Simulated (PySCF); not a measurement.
A GIAO shielding run with PySCF 2.14 (density fitting, non-relativistic, gas phase) on `InChI=1S/C6H11NO/c1-4-6(8)7(3)5-2/h4H,1,5H2,2-3H3`:

```
$ OMP_NUM_THREADS=1 python probes_run.py task.json out

{"job": {"kind": "nmr", "xc": "PBE0", "basis": "pcSseg-1"}, "charge": 0, "multiplicity": 1}
C      2.206315     1.009491    -1.812708
C      1.619708     0.492097    -0.744202
C      0.661362    -0.634880    -0.891454
O      0.693338    -1.366921    -1.867309
N     -0.236783    -0.825573     0.113669
C     -1.211738    -1.883772    -0.029760
C     -0.444585     0.082102     1.221719
C     -1.150835     1.369549     0.797239
H      1.973697     0.628803    -2.793691
H      2.920772     1.812834    -1.749601
H      1.846770     0.855381     0.246084
H     -2.221839    -1.474598    -0.104431
H     -1.162154    -2.560216     0.826254
H     -0.978572    -2.432559    -0.940178
H      0.509691     0.320562     1.699471
H     -1.055941    -0.442735     1.960098
H     -2.111121     1.141237     0.341149
H     -1.320010     2.005894     1.662057
H     -0.547878     1.912556     0.073296
```

Hardware: 1 thread of an Arm Neoverse V2, shared host. The job also computes population analyses, field gradients.

Problem. How large is the calculation?

Solution. 62 electrons, 191 basis functions and 981 auxiliary functions.

Problem. How long does it take, and how much memory does it need?

Solution. 25 s of wall time, with 14 SCF cycles and 5 response iterations; peak memory 0.85 GiB. Times on a shared host scatter by some tens of per cent.
